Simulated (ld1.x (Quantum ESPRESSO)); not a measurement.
## What the settings do to the TM potential of nickel (Ni)

Base potential:

| Property | Result |
| --- | --- |
| Element | nickel (Ni) |
| Generator | ld1.x (Quantum ESPRESSO) 7.5 |
| Type | norm-conserving Troullier–Martins (Kleinman–Bylander form) |
| Functional | PW91 |
| Relativity | scalar-relativistic |
| Frozen core | [Ne] 3s2 |
| Valence charge | 16 |
| Reference configuration | 3p6 3d9 4s1 4p0 |
| Partial waves | 4s (bound): rc 2.20 bohr; 3d (bound): rc 1.20 bohr; 3p (bound): rc 1.15 bohr |
| Local potential | the p channel |
| Core correction | Bessel-smoothed model core inside 1.05 bohr |

All-electron outer shells of the reference configuration (PW91, scalar-relativistic, ld1.x):

```json
{"shell": "2p", "level (eV)": "-839.58", "outermost node (bohr)": "–", "outermost maximum (bohr)": "0.16"}
{"shell": "3s", "level (eV)": "-106.00", "outermost node (bohr)": "0.30", "outermost maximum (bohr)": "0.64"}
{"shell": "3p", "level (eV)": "-66.51", "outermost node (bohr)": "0.27", "outermost maximum (bohr)": "0.65"}
{"shell": "3d", "level (eV)": "-4.72", "outermost node (bohr)": "–", "outermost maximum (bohr)": "0.63"}
{"shell": "4s", "level (eV)": "-4.54", "outermost node (bohr)": "0.93", "outermost maximum (bohr)": "2.35"}
{"shell": "4p", "level (eV)": "-0.80", "outermost node (bohr)": "1.02", "outermost maximum (bohr)": "3.64"}
```

Cutoffs, loose and tight: the cutoffs (Ry, on a coarse ladder) from which the occupation-weighted sum of valence levels, in a spherical-Bessel basis at the reference potential, stays within 10 and 1 mRy of its value at 400 Ry. They do not see the model core or the augmentation charge, which bear on the density cutoff. Test errors are all-electron minus pseudo excitation energies from the reference, over the configurations 3p6 3d8 4s2 4p0; 3p6 3d8 4s1 4p0; 3p6 3d8 4s0 4p0; 3p6 3d7 4s0 4p0; 3p6 3d8 4s0 4p2; 3p6 3d8 4s0 4p1; 3p6 3d7 4s2 4p0. A dash means not determined; rows that change the core or the reference have their own tests.

A true bound ghost makes a file unfit for plane-wave use even where its test errors are small: the radial tests pick states by their node count and pass the ghost by.

| change | outcome | cutoff, loose | cutoff, tight | bound ghosts | largest test error (meV) |
| --- | --- | --- | --- | --- | --- |
| base | generated | 160 Ry | 300 Ry | s | -154 |
| wave 3p (bound): rc 1.15 bohr becomes 3p (bound): rc 0.94 bohr | generated | 160 Ry | 300 Ry | s | -164 |
| wave 3p (bound): rc 1.15 bohr becomes 3p (bound): rc 1.16 bohr | generated | 160 Ry | 300 Ry | s | -154 |
| wave 3p (bound): rc 1.15 bohr becomes 3p (bound): rc 1.28 bohr | generated | 160 Ry | 300 Ry | s | -162 |

Q: What comes out with this change to the base: wave 3p (bound): rc 1.15 bohr becomes 3p (bound): rc 1.66 bohr?

A: outcome: generated; cutoff, loose: 160 Ry; cutoff, tight: 300 Ry; bound ghosts: s; largest test error (meV): -494.

Q: What comes out with this change to the base: wave 3p (bound): rc 1.15 bohr becomes 3p (bound): rc 1.52 bohr?

A: outcome: generated; cutoff, loose: 160 Ry; cutoff, tight: 300 Ry; bound ghosts: s; largest test error (meV): -226.

Q: What comes out with this change to the base: wave 3p (bound): rc 1.15 bohr becomes 3p (bound): rc 0.82 bohr?

A: outcome: generated; cutoff, loose: 180 Ry; cutoff, tight: 300 Ry; bound ghosts: s; largest test error (meV): -180.

Reading the sweep of the p radius (base included, trends over the rows without a ghost): Bound ghosts are found at 0.82, 0.94, 1.15, 1.16, 1.28, 1.52, 1.66 bohr. Every judged row has one, so this setting neither creates nor removes them.
